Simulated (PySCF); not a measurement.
**Bonding in `CS[C@H]([SiH2]F)C(C)=S`**

Species: C4H9FS2Si.
Atom-mapped SMILES: `[CH3:1][S:2][C@H:3]([SiH2:4][F:5])[C:6]([CH3:7])=[S:8]` (hydrogens: H9, H10, H11 on C1; H12 on C3; H13, H14 on Si4; H15, H16, H17 on C7)

Cartesian coordinates in Å at the GFN2-xTB level; atoms count from 1:
```
atom  x, y, z in Å
C1     2.2868   -1.0370    0.7119
S2     1.0829    0.0838    1.4830
C3     0.1933    0.6083   -0.0290
Si4   -0.7669    2.2378    0.3566
F5    -1.9163    1.8699    1.4155
C6    -0.7245   -0.4122   -0.5649
C7    -1.4732   -1.2675    0.3918
S8    -0.9232   -0.5437   -2.1802
H9     1.7674   -1.8364    0.1907
H10    2.8905   -1.4453    1.5157
H11    2.9132   -0.4786    0.0217
H12    0.9508    0.8647   -0.7728
H13    0.1238    3.1658    1.0233
H14   -1.4649    2.6782   -0.8357
H15   -1.8100   -0.6840    1.2472
H16   -2.3188   -1.7393   -0.1018
H17   -0.8180   -2.0524    0.7753
```

Bond orders from the PBE0/pcSseg-1 density (PySCF). The structure is a single GFN2-xTB conformer in the gas phase; no vibrational or solvent corrections.

(1) Where do the orders between heavy atoms depart from those drawn in the SMILES?

(2) Give the Mayer order of every bond, beside its length.

Answers

(1) The largest departure is 0.224, at C3–Si4 (drawn single, 0.776). Drawn single, order below 0.88: C3–Si4 (0.776).

(2) 
```
   bond  drawn as  length (Å)  Mayer order
  C1–S2    single       1.817        0.986
  S2–C3    single       1.831        1.030
 C3–Si4    single       1.930        0.776
 Si4–F5    single       1.606        0.919
  C3–C6    single       1.473        0.963
  C6–C7    single       1.486        1.016
  C6–S8    double       1.633        1.870
  C1–H9    single       1.086        0.947
 C1–H10    single       1.085        0.958
 C1–H11    single       1.087        0.950
 C3–H12    single       1.092        0.916
Si4–H13    single       1.449        0.919
Si4–H14    single       1.450        0.923
 C7–H15    single       1.089        0.934
 C7–H16    single       1.087        0.951
 C7–H17    single       1.092        0.925
```

By pair of heavy elements: C–S: lowest C1–S2 (0.986, 1.817 Å), highest C6–S8 (1.870, 1.633 Å); in 1 of the 3 pairs the longer bond (by over 0.003 Å) has the higher order (by 0.02 or more). C–C: lowest C3–C6 (0.963, 1.473 Å), highest C6–C7 (1.016, 1.486 Å); in 1 of the 1 pairs the longer bond (by over 0.003 Å) has the higher order (by 0.02 or more).

Sum the orders of all bonds at each heavy atom with more than one neighbour and set the sums beside the valence in the SMILES.

C1 3.841 (drawn 4), S2 2.016 (drawn 2), C3 3.685 (drawn 4), Si4 3.537 (drawn 4), C6 3.849 (drawn 4), C7 3.826 (drawn 4). Orders between atoms that aren't bonded are not in these sums.

The Mayer order sums products of elements of PS (density times overlap matrix) between the two atoms' basis functions, so it depends on the basis set.
